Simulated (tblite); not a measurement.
C₅H₉GeNSe.
Bonds: C1–C2, C2–C3 (aromatic), C3–C4 (aromatic), C4–C5 (aromatic), C5–Ge6, Ge6–N7, C5–Se8 (aromatic), C2–Se8 (aromatic). Hydrogens: H9, H10, H11 on C1; H12 on C3; H13 on C4; H14, H15 on Ge6; H16, H17 on N7.

Computed with GFN2-xTB (tblite), gas phase: L-BFGS steps from a force-field or distance-geometry start until the largest atomic force falls under 0.01 eV/Å.

At the end of the run (lengths in Å): C5–Se8 1.874, C2–Se8 1.879, C3–C4 1.416, Ge6–H15 1.498, C3–H12 1.078, Ge6–H14 1.500, C4–H13 1.079, C4–C5–Se8 110.4°, Ge6–C5–Se8 123.5°, C5–Ge6–N7 115.4°, C2–C3–C4 115.4°, C4–C5–Ge6–N7 105°, H9–C1–C2–C3 -11°, H14–Ge6–C5–C4 -13°.

Task: These geometries were met on the way; a selection of coordinates is given. Order them by energy above the end point, lowest first.
A. C5–Se8 1.981, C2–Se8 1.836, C3–C4 1.473, Ge6–H15 1.544, C3–H12 1.050, Ge6–H14 1.547, C4–H13 1.057, C4–C5–Se8 106.7°, Ge6–C5–Se8 130.0°, C5–Ge6–N7 110.2°, C2–C3–C4 117.1°, C4–C5–Ge6–N7 123°, H9–C1–C2–C3 -31°, H14–Ge6–C5–C4 5°
B. C5–Se8 1.902, C2–Se8 1.890, C3–C4 1.400, Ge6–H15 1.519, C3–H12 1.075, Ge6–H14 1.528, C4–H13 1.087, C4–C5–Se8 108.8°, Ge6–C5–Se8 128.6°, C5–Ge6–N7 110.2°, C2–C3–C4 117.3°, C4–C5–Ge6–N7 123°, H9–C1–C2–C3 -30°, H14–Ge6–C5–C4 5°
C. C5–Se8 1.952, C2–Se8 1.863, C3–C4 1.435, Ge6–H15 1.535, C3–H12 1.066, Ge6–H14 1.540, C4–H13 1.074, C4–C5–Se8 107.3°, Ge6–C5–Se8 129.6°, C5–Ge6–N7 110.1°, C2–C3–C4 117.7°, C4–C5–Ge6–N7 123°, H9–C1–C2–C3 -31°, H14–Ge6–C5–C4 5°
D. C5–Se8 1.870, C2–Se8 1.892, C3–C4 1.410, Ge6–H15 1.504, C3–H12 1.078, Ge6–H14 1.509, C4–H13 1.078, C4–C5–Se8 110.1°, Ge6–C5–Se8 127.4°, C5–Ge6–N7 111.8°, C2–C3–C4 115.5°, C4–C5–Ge6–N7 123°, H9–C1–C2–C3 -30°, H14–Ge6–C5–C4 6°
E. C5–Se8 2.027, C2–Se8 1.776, C3–C4 1.314, Ge6–H15 1.557, C3–H12 1.136, Ge6–H14 1.558, C4–H13 1.131, C4–C5–Se8 100.5°, Ge6–C5–Se8 131.1°, C5–Ge6–N7 110.9°, C2–C3–C4 120.4°, C4–C5–Ge6–N7 122°, H9–C1–C2–C3 -31°, H14–Ge6–C5–C4 4°

Result: D (0.079 eV), B (0.138 eV), C (0.230 eV), A (0.382 eV), E (0.881 eV).

```
step  E above end (eV)  rms distance from the end, all atoms (Å)  largest force (eV/Å)  rms shift of all bonds from the end (Å)
   5             0.079                                     0.222                 0.373                                    0.006
   3             0.138                                     0.227                 0.629                                    0.015
   2             0.230                                     0.231                 1.027                                    0.026
   1             0.382                                     0.233                 2.496                                    0.038
   0             0.881                                     0.237                 6.215                                    0.061
```

Rows stand in the order of the answer.
